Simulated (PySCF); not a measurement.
## Polarisability and C₆ of Re⁺ (rhenium, charge +1)

[Xe] 4f14 5d6, high-spin 5D determinant (an excited configuration). Calculation: PySCF 2.14, in ANO-RCC-VTZP (8s7p5d3f2g1h, 104 functions); scalar relativity by spin-free X2C-1e. Coupled (time-dependent) response in atomic units; α is the mean over directions. The basis has no added diffuse functions, which lowers α and C₆.

| method | mean α (bohr³) | α xx, yy, zz | C₆ (like pair) | S(−4) |
| --- | --- | --- | --- | --- |
| MN15 | 21.30 | 19.88, 19.88, 24.14 | 137.7 | 277.0 |

S(−4) is the Cauchy moment in α(ω) = α(0) + S(−4) ω² + …

Spin-orbit coupling is absent.

α(iu) at MN15:

| u (hartree) | α(iu) (bohr³) |
| --- | --- |
| 0 | 21.30 |
| 0.0500 | 20.64 |
| 0.100 | 18.94 |
| 0.200 | 14.73 |
| 0.300 | 11.45 |
| 0.500 | 7.908 |
| 0.750 | 5.918 |
| 1.00 | 4.792 |
| 1.50 | 3.393 |
| 2.00 | 2.517 |
| 3.00 | 1.530 |
| 5.00 | 0.7468 |

A single London oscillator, α(iu) = α/(1 + u²/ω²), gives C₆ = (3/4) ω α². Matching the computed C₆ needs ω = 4 × 137.7 / (3 × 21.30²) = 0.405 hartree.

For an ion, C₆ is the dispersion term alone; charge-induced terms of lower order in 1/R come first.

The components differ because the open shell of this determinant is not spherical; for a pure term their mean is the scalar polarisability.

⟨L²⟩ = 7.45 against 6 for a pure D term, so this real determinant mixes terms. Spin-orbit coupling, absent here, splits the open shell strongly.
